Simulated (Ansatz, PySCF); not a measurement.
System: PbCl₂ (charge 0, singlet). 
Geometry from a B3LYP-D3(BJ)/def2-TZVP (Ansatz, a quantum-chemistry and plane-wave program) optimisation:
```
Pb
Cl 1 2.4827
Cl 1 2.4827 2 99.63
```

Dipole moments at this geometry, in debye (magnitudes).

```csv
level,program,dipole (D)
HF/def2-TZVPD,PySCF,5.13
SVWN5/def2-TZVPD,Ansatz,4.24
BP86/def2-TZVPD,PySCF,4.34
TPSS/def2-TZVPD,PySCF,4.48
M06-L/def2-TZVPD,PySCF,4.64
B3LYP/def2-TZVPD,Ansatz,4.62
PBE0/def2-TZVPD,Ansatz,…
BHLYP/def2-TZVPD,Ansatz,4.91
TPSSh/def2-TZVPD,PySCF,4.60
r2SCANh/def2-TZVPD,Ansatz,4.61
MN15/def2-TZVPD,PySCF,4.87
wB97M-V/def2-TZVPD,Ansatz,4.77
CCSD(T)/def2-SVPD,Ansatz,…
```

**Question.** Fill in the missing entries.

**Answer.** 
- PBE0/def2-TZVPD, dipole (D): 4.67
- CCSD(T)/def2-SVPD, dipole (D): 4.77
